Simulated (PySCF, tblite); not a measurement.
A database entry of computed molecular properties. Lists by class give the value and the number of equivalent atoms.

```json
{
 "formula": "C7H6FO2",
 "smiles": "C[CH]c1cc(=O)occ1F",
 "inchi": "InChI=1S/C7H6FO2/c1-2-5-3-7(9)10-4-6(5)8/h2-4H,1H3",
 "charge": 0,
 "multiplicity": 2,
 "geometry_level": "GFN2-xTB",
 "atoms_angstrom": [
  ["C", -2.516, -0.395, 0.186],
  ["C", -1.408, 0.519, -0.144],
  ["C", -0.055, 0.233, -0.084],
  ["C", 0.507, -0.986, 0.316],
  ["C", 1.917, -1.223, 0.371],
  ["O", 2.444, -2.255, 0.716],
  ["O", 2.748, -0.173, -0.005],
  ["C", 2.237, 0.999, -0.394],
  ["C", 0.919, 1.243, -0.448],
  ["F", 0.481, 2.454, -0.848],
  ["H", -2.183, -1.411, 0.374],
  ["H", -3.042, -0.028, 1.071],
  ["H", -3.246, -0.399, -0.625],
  ["H", -1.689, 1.516, -0.455],
  ["H", -0.11, -1.817, 0.613],
  ["H", 2.987, 1.731, -0.657]
 ],
 "electronic_structure_code": "PySCF",
 "results": {
  "GFN2-xTB geometry": {
   "rotational_constants_GHz": [1.873, 1.166, 0.722]
  },
  "GFN2-xTB harmonic vibrations, gas phase": {
   "strongest_ir_bands_cm-1_km_per_mol_modes": [
    [857.3, 91.1, 1],
    [1101.3, 82.7, 1],
    [1235.5, 84.9, 1],
    [1267.8, 101.8, 1],
    [1634.4, 160.9, 1],
    [1706.8, 595.7, 1]
   ],
   "zpe_kcal_per_mol": 69.7
  },
  "UKS B3LYP, pcH-1 on C F H O, non-relativistic, mean-field spin-orbit, GIAO": {
   "g_iso": 2.00336,
   "g_tensor": [2.00216, 2.00343, 2.00449],
   "s2": 0.778,
   "a_iso_by_class_MHz": [
    ["13C", 54.1, 1],
    ["1H", 48.7, 3],
    ["1H", -41.7, 1],
    ["13C", -41.6, 1],
    ["13C", 41.0, 1]
   ],
   "spin_populations_mulliken_by_atom": [-0.05, 0.65, -0.19, 0.51, -0.05, 0.12, 0.01, -0.06, 0.04, 0.0, 0.0, 0.03, 0.02, -0.03, -0.02, 0.0]
  }
 }
}
```

The rotational constants make it an asymmetric top with κ = (2B − A − C)/(A − C) = -0.23, nearer the prolate limit (−1). g_iso is shifted by about +1040 ppm from the free-electron value 2.002319; the principal values span 0.0023.

 In GFN2-xTB open shells enter through the occupations alone, without spin polarisation, so single modes can be far off. Hyperfine couplings depend on the geometry, which wasn't re-optimised at a DFT level. Couplings of like nuclei are plain means over topologically equivalent atoms, as if these changed places fast (by rotation of a methyl-like group, say); in this geometry the members of some sets differ.

Shape of the structure used: `[CH3:1][CH:2][c:3]1[cH:4][c:5](=[O:6])[o:7][cH:8][c:9]1[F:10]`: C1–C2–C3–C4 -1°.

One conformer stands for the species.
